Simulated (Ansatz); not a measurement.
Basis-set extrapolation for `C=N[SiH2]C` (PBE0-D4/def2-TZVP geometry, frozen core, Ansatz 0.2.0). Multiplicity 1, RHF reference.

```
                      def2-TZVPP   def2-QZVPP
                 HF  -423.261899  -423.277543
    MP2 correlation    -0.664315    -0.709000
CCSD(T) correlation    -0.737432      not run
```

Energies in hartree. Use E(X) = E(∞) + A·exp(−7.88·√X) for Hartree–Fock and E(X) = E(∞) + B·X^(−2.97) for correlation, with X = 3 and 4, and add CCSD(T) minus MP2 of the smaller set to the MP2 limit.

Task: What is the CCSD(T) energy at the basis-set limit?

Result: HF limit: -423.277543 + (-0.015644) × 0.13774 = -423.27970. MP2 limit: -0.709000 + (-0.044685) × 0.74074 = -0.74210. Higher-order term: -0.737432 − (-0.664315) = -0.07312. Total: -424.09492 hartree, 60.0 kcal/mol below CCSD(T)/def2-TZVPP.
